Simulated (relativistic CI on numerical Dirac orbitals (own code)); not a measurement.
## Slater and spin-orbit integrals, Tl⁸⁺

Calculated at this level of theory: Dirac-Coulomb-Breit CI, KLI orbitals optimised for each configuration, model QED (radiative potential, 1s self-energy scaled to tabulated hydrogen-like ionisation energies), unscaled Slater integrals (own radial code, finite nucleus).

Slater integrals F^k, G^k are unscaled and averaged over j, outside the closed core [Kr] 4d10 4f14; ζ comes from projecting the Hamiltonian with its Breit term on Σ l·s of the shell.

- 5s²5p⁶5d⁵: F^2(5d,5d) = 90189, F^4(5d,5d) = 61286, ζ(5d) = 9266.1 cm⁻¹; <r>(5d) = 1.174, <r^2>(5d) = 1.556 (bohr units).
- 5s²5p⁶5d⁴6s: F^2(5d,5d) = 90751, F^4(5d,5d) = 61686, ζ(5d) = 9562.6, G^2(5d,6s) = 25897 cm⁻¹; <r>(5d) = 1.166, <r^2>(5d) = 1.535, <r>(6s) = 1.769, <r^2>(6s) = 3.468 (bohr units).
- 5s²5p⁶5d⁴5f: F^2(5d,5d) = 90725, F^4(5d,5d) = 61669, ζ(5d) = 9559.1, F^2(5d,5f) = 62811, F^4(5d,5f) = 39834, G^1(5d,5f) = 70862, G^3(5d,5f) = 43986, G^5(5d,5f) = 31424, ζ(5f) = 371.91 cm⁻¹; <r>(5d) = 1.166, <r^2>(5d) = 1.536, <r>(5f) = 1.715, <r^2>(5f) = 3.352 (bohr units).

(1) Give the Racah parameters of the d shell in 5s²5p⁶5d⁵.

Averages of the first 10 configurations, taken without configuration mixing, which lowers the lowest level and can move excited configurations by several eV; other configurations of the list can lie among them:

```
Configuration  Parity  States  Average energy above the lowest level (eV)
    5s²5p⁶5d⁵    even     252                                         8.8
  5s²5p⁶5d⁴6s    even     420                                        38.3
  5s²5p⁶5d⁴5f     odd    2940                                        69.8
    5s²5p⁵5d⁶     odd    1260                                        82.0
  5s²5p⁶5d⁴6p     odd    1260                                        55.3
5s²5p⁶5d³6s6p     odd    1440                                        86.3
5s²5p⁶5d³5f6s     odd    3360                                       101.3
     5s5p⁶5d⁶    even     420                                       142.2
  5s²5p⁶5d⁴7s    even     420                                        84.3
 5s²5p⁶5d³6s²    even     120                                        70.4
```

Results:

(1) B = F²/49 − 5F⁴/441 = 1146 cm⁻¹ and C = 35F⁴/441 = 4864 cm⁻¹.
